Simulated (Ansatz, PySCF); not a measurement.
C3H6FNSi, SMILES C#C[C@H](N)[SiH2]F. Atoms are numbered in the order given.

```xyz
12

C      2.7286    -0.4751    -0.6414
C      1.7014    -0.3805    -0.0087
C      0.4026    -0.2261     0.6525
N     -0.1904    -1.5199     1.0286
Si    -0.7014     0.7494    -0.5351
F     -2.1747     0.8078     0.1742
H      3.6560    -0.5664    -1.1794
H      0.5533     0.3684     1.5715
H     -0.2802    -2.1142     0.2046
H     -1.1331    -1.3678     1.3863
H     -0.8426    -0.0092    -1.8053
H     -0.2374     2.1424    -0.7613
```

Geometry: ωB97X-D3(BJ)/def2-SVP. The structure was generated by enumeration; whether it is a known compound was not checked. One conformer was computed; it need not be the lowest.

Two levels are set side by side: PBE-D3(BJ)/def2-SVP (Ansatz, a first-principles code) and ωB97X-D3(BJ)/def2-SVP (PySCF). Each level has its own optimised geometry; the coordinates shown are those of the second. Frequencies come from the Hessian of PySCF at each geometry. Differences are taken from unrounded values.

```tsv
quantity	ωB97X-D3(BJ)	PBE-D3(BJ)	PBE-D3(BJ) minus ωB97X-D3(BJ)
mean bond length (Å)	1.352	1.362	0.010
bond C1–C2 (Å)	1.210	1.225	0.015
bond C2–C3 (Å)	1.466	1.456	-0.010
bond C3–N4 (Å)	1.472	1.478	0.006
bond C3–Si5 (Å)	1.892	1.914	0.022
bond Si5–F6 (Å)	1.636	1.650	0.013
bond C1–H7 (Å)	1.076	1.081	0.005
bond C3–H8 (Å)	1.105	1.115	0.010
bond N4–H9 (Å)	1.020	1.030	0.010
bond N4–H10 (Å)	1.020	1.030	0.010
bond Si5–H11 (Å)	1.486	1.500	0.014
bond Si5–H12 (Å)	1.486	1.501	0.016
highest harmonic wavenumber (cm⁻¹)	3626	3480	-146
mean harmonic wavenumber (cm⁻¹)	1247	1189	-58
zero-point energy (kcal/mol)	53.47	50.98	-2.49
```

GGA bonds tend to be longer and softer than those of functionals with exact exchange. Differences between two approximate levels are no errors against the true value.
